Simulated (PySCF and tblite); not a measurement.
The numbers below are computed, except where a source is named.
C10H14, numbered as in [CH3:1][CH2:2][C:3]1=[CH:4][C@@H:5]2[CH:6]=[C:7]([CH3:8])[C@@H:9]2[CH2:10]1.

Conformers came from 90 starts (ETKDG and KDG, MMFF94s, GFN2-xTB); geometries are GFN2-xTB. Energies: B3LYP-D3(BJ)/def2-SVP (IEF-PCM, methanol), with GFN2-xTB thermal terms (modes under about 100 cm⁻¹ blended into free rotors). Symmetry numbers and mirror images are counted. Conformers within 2.5 kcal/mol (GFN2-xTB free energy) were kept, 3 at most. GIAO shieldings: mPW1PW91/pcSseg-1 (IEF-PCM, methanol). Shifts are against TMS (¹H), TMS (¹³C) at the same level; of two unlike H on one atom, a is the less shielded. Programs: PySCF with density fitting and tblite.

Torsions listed: C1–C2–C3–C10. The 4-ring runs over atoms 5–6–7–9. The 5-ring runs over atoms 3–4–5–9–10.

```csv
conformer,shape,symmetry,E(GFN2) kcal/mol,E(DFT) kcal/mol
1,4-ring flat; 5-ring flat; 180°,C1,0.25,0.00
2,4-ring flat; 5-ring flat; 70°,C1,0.06,0.47
3,4-ring flat; 5-ring flat; -76°,C1,0.00,0.42
```

**Question.** How much do the weights at 298.15 K and the averaged shift of H2b depend on how the conformers are weighted?

**Answer.** 
```tsv
weighting	1 (%)	2 (%)	3 (%)	δ (ppm)	rms dipole (D)
DFT energy with thermal terms, symmetry and mirror images (full scheme)	48	27	26	2.04	0.92
DFT energy with symmetry and mirror images	51	23	25	2.03	0.92
bare DFT energy	51	23	25	2.03	0.92
GFN2-xTB energy with symmetry and mirror images	26	35	39	2.08	0.91
GFN2-xTB free energy	23	38	39	2.10	0.91
leading conformer alone	100	0	0	1.93	0.93
equal weights	33	33	33	2.07	0.92
full scheme, search stopped after three starts	65	0	35	1.94	0.92
```

The largest departure from the full scheme, 0.12 ppm, comes with: leading conformer alone.
